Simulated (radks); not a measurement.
Charge is removed step by step from the 3d level of the bromine ion Br+, starting from [Ar] 3d10 4s2 4p4. Calculated with a radial shooting solver on a logarithmic mesh with Libxc functionals: scalar-relativistic Kohn-Sham, LDA (Slater exchange, Perdew-Wang correlation), spin-unpolarised, spherical densities, finite nucleus; Fermi nuclear charge, rms radius 4.1629 fm.

| removed (e) | E - E(0) (eV) | eigenvalue (eV) | E minus straight line (eV) |
|---|---|---|---|
| 0 | 0.000 | -78.200 | 0.000 |
| 0.25 | 20.325 | -84.477 | -2.432 |
| 0.5 | 42.242 | -90.937 | -3.273 |
| 0.75 | 65.797 | -97.574 | -2.477 |
| 1 | 91.031 | -104.38 | 0.000 |

Removing the whole electron costs 91.031 eV by Delta-SCF, against 78.200 eV from minus the eigenvalue at the starting occupation. Slater's transition state (half an electron removed) gives 90.937 eV. Integrating minus the eigenvalue over the occupation (Janak's theorem) gives 91.055 eV. In this scalar-relativistic scheme the density is built from large components alone, so the theorem holds only approximately. The mean slope of the eigenvalue, de/dn, is 26.2 eV per electron.
